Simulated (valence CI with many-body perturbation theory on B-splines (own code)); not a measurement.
# Pr¹⁹⁺: key properties

Calculated by relativistic CI+MBPT: four valence electrons over a frozen Dirac-Fock core [Kr], a basis of 9 s, 9 p, 10 d, 8 f, 5 g, 3 h, 1 i functions for each j, with the one-electron correlation potential Σ1 (screened to all orders), the two-electron term Σ2, the three-electron term Σ3, Breit, model QED; selected single and double excitations, second order for the rest (own B-spline code, finite nucleus).

No measured levels were compared; by estimate terms of the open shell hold to 2 to 4 % of their energy, and close levels can change places. Only levels of the ground parity were solved; by the run's estimate the other parity begins above the list, which can be wrong where configurations are misplaced.

Levels are named by their leading jj configuration (3d3/2^4 stands for four electrons in 3d with j = 3/2), which in mixed levels can hold well under half, so a name can repeat and another be missing.

Rates and lifetimes use the calculated energies. Strong lines usually hold to 10 to 20 %, long lifetimes can be off by a factor of two.

Task: What is the ground level?

Result: (4d3/2^4) J=0, composition 51 % 4d⁴ ⁵D + 43 % 4d⁴ ³P + 6 % 4d⁴ ¹S.

Task: What is the ionisation energy?

Result: 555.5 eV; NIST lists 554 ± 4 eV (theoretical).

Task: Name the longest-lived excited levels whose lifetime is computed, and their main decay.

Result: (4d3/2^3 4d5/2) J=4 at 5.550 eV lives 7.55 s, mostly by M1 to (4d3/2^3 4d5/2) J=3.

Task: How well does LS coupling describe the low levels?

Result: Among the lowest 20 levels the leading LS term, summed over configurations, holds 58 % on average. For single configurations the figures are 58 % in LS and 76 % in jj coupling. Terms mix most in the J = 2 level at 14.579 eV, where the leading one holds 35 %.
